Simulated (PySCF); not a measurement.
Computed shifts of a molecule CH8N2Si3, PBE/pcSseg-1 (PySCF), GIAO, gas phase, atoms alike by connectivity averaged where their shifts nearly agree, in ppm (number of nuclei): ¹⁵N: 655.9 (1), 46.4 (1). ²⁹Si: -7.7 (1), -22.7 (1), -77.4 (1). ¹³C: 245.8 (1). ¹H: 6.72 (1), 6.03 (1), 5.61 (1), 4.61 (3), 2.25 (1), 1.64 (1). References: ¹⁵N against NH3 (σ = 267.0 ppm); ²⁹Si against TMS (σ = 335.4 ppm); ¹³C against TMS (σ = 182.0 ppm); ¹H against TMS (σ = 31.49 ppm), references at their B3LYP-D3(BJ)/def2-TZVP geometries, non-relativistic. Coordinates come from a B3LYP-D3(BJ)/def2-SVP optimisation. One conformer was computed; it need not be the lowest.

Task: Pick the molecule that these values belong to.
A. [SiH3]N=C1[SiH2]N[SiH2]1
B. C1=N[SiH2][SiH2]N[SiH2]1
C. [SiH3][Si@H]1C=N[SiH2]N1
D. N[Si@@H]1N=C([SiH3])[SiH2]1

Result: D, N[Si@@H]1N=C([SiH3])[SiH2]1
